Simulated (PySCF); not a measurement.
**Electron correlation in Se (selenium, neutral)**

[Ar] 3d10 4s2 4p4, high-spin 3P determinant. All numbers are calculated (PySCF 2.14, a scalar-relativistic core potential, in aug-cc-pwCVDZ-PP with ECP10MDF (6s5p4d1f, 48 functions)). Frozen: 3s2 3p6 3d10; 6 electrons correlated.

```tsv
level	correlation energy (mhartree)
CCSD	-98.57
(T)	-1.93
CCSD(T)	-100.50
```

Diagnostics: T1 = 0.0082, D1 = 0.0251, largest double amplitude 0.041.

Task: Is a single reference adequate?

Result: Yes, within this model without spin-orbit coupling: T1 lies below 0.03 and no double amplitude reaches 0.07.
